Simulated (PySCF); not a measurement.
C₉H₅N₃S₂. Atoms are numbered in the order given.

```xyz
19

C      2.6951    -1.4379     0.0000
C      2.1966    -0.1023     0.0000
C      0.8426     0.1881     0.0000
C      0.3832     1.5769     0.0000
N      1.2057     2.5993     0.0000
C      0.5397     3.7869     0.0000
C     -0.8311     3.6948     0.0000
S     -1.3168     2.0383     0.0000
C     -0.0572    -0.9308     0.0000
N     -1.3897    -0.8713     0.0000
S     -1.9407    -2.4193     0.0000
N     -0.5088    -3.2181     0.0000
C      0.4570    -2.2933     0.0000
C      1.8614    -2.5314     0.0000
H      3.7777    -1.5849     0.0000
H      2.8926     0.7377     0.0000
H      1.1018     4.7225     0.0000
H     -1.5622     4.5011     0.0000
H      2.2360    -3.5554     0.0000
```
Charge 0, spin multiplicity 1.

Geometry: B3LYP-D3(BJ)/def2-SVP. The structure was generated by enumeration, and PubChem lists no compound with its InChIKey, so it may never have been made. Other conformers were not sampled.

All values below come from TDA-PBE/def2-SVP (PySCF).

Vertical excitations. The molecule is in vacuum. State labels are in the subgroup Cs.

Computed lowest excited states:
| state | symmetry | energy (eV) | λ (nm) | f | main pairs |
|---|---|---|---|---|---|
| S1 | A' | 2.72 | 456 | 0.116 | HOMO→LUMO 82 % |
| S2 | A" | 3.05 | 407 | 0.000 | HOMO−1→LUMO 100 % |
| S3 | A' | 3.68 | 337 | 0.008 | HOMO−2→LUMO 65 %, HOMO−5→LUMO 27 % |
| S4 | A" | 3.85 | 322 | 0.000 | HOMO−4→LUMO 98 % |
| S5 | A' | 4.05 | 306 | 0.147 | HOMO−3→LUMO 40 %, HOMO−5→LUMO 20 %, HOMO→LUMO+1 14 %, HOMO−2→LUMO 7 % |
| S6 | A' | 4.26 | 291 | 0.077 | HOMO−5→LUMO 42 %, HOMO−3→LUMO 16 %, HOMO−2→LUMO 13 %, HOMO→LUMO+2 10 % |
| T1 | A' | 1.97 | 631 | 0 | HOMO→LUMO 97 % |
| T2 | A" | 2.96 | 419 | 0 | HOMO−1→LUMO 100 % |
Triplets are in the Tamm–Dancoff approximation.
